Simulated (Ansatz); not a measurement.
`[O]=[W]([F])(=[S])[Cl]` and `[O]=[W](=[S])([Cl])[Cl]` differ in one atom or group.

Ansatz, PBE0-D4/def2-TZVP geometries, multiplicity 1. 

Elements past krypton have def2 core potentials.

```json
{"property": "size of the dipole moment (PBE/def2-TZVPP) / D", "`[O]=[W]([F])(=[S])[Cl]`": "1.35"}
{"property": "HOMO energy (PBE/def2-TZVPP) / eV", "`[O]=[W]([F])(=[S])[Cl]`": "-7.02"}
{"property": "LUMO energy (PBE/def2-TZVPP) / eV", "`[O]=[W]([F])(=[S])[Cl]`": "-3.93"}
{"property": "LUMO energy (PBE0/def2-TZVPP) / eV", "`[O]=[W]([F])(=[S])[Cl]`": "-3.25"}
{"property": "HOMO–LUMO gap (B3LYP/def2-TZVPP) / eV", "`[O]=[W]([F])(=[S])[Cl]`": "4.59"}
{"property": "zero-point energy (PBE0-D4/def2-TZVP) / kJ/mol", "`[O]=[W]([F])(=[S])[Cl]`": "22.6"}
```

Question: What does the change do to each property? (Best estimate.)

Answer: Computed: 
| property | `[O]=[W](=[S])([Cl])[Cl]` | shift |
| --- | --- | --- |
| size of the dipole moment (PBE/def2-TZVPP) / D | 1.40 | 0.05 |
| HOMO energy (PBE/def2-TZVPP) / eV | -6.98 | 0.04 |
| LUMO energy (PBE/def2-TZVPP) / eV | -4.14 | -0.21 |
| LUMO energy (PBE0/def2-TZVPP) / eV | -3.49 | -0.24 |
| HOMO–LUMO gap (B3LYP/def2-TZVPP) / eV | 4.32 | -0.27 |
| zero-point energy (PBE0-D4/def2-TZVP) / kJ/mol | 20.2 | -2.4 |

With PBE0 the HOMO rises by 0.05 eV and the LUMO falls by 0.24 eV, so the gap narrows by about 0.29 eV. PBE moves the HOMO by 0.04 eV and ωB97M-V by 0.04 eV. Dipoles are sizes alone; their direction can turn.

B3LYP here is the variant with VWN-RPA as its local correlation; programs differ in this.
